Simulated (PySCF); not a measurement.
# How methods differ on the excitation energy of Re⁺

Re⁺ [Xe] 4f14 5d5 6s1 (7S) → Re⁺ [Xe] 4f14 5d6 (5D), as a difference of total energies. Computed with PySCF 2.14 in ANO-RCC-VTZP, with the spin-free X2C one-electron Hamiltonian (Gaussian nucleus). The calculations carry no spin-orbit coupling.

```tsv
method	excitation energy (cm⁻¹)
UHF	27074
MN15	18013
```
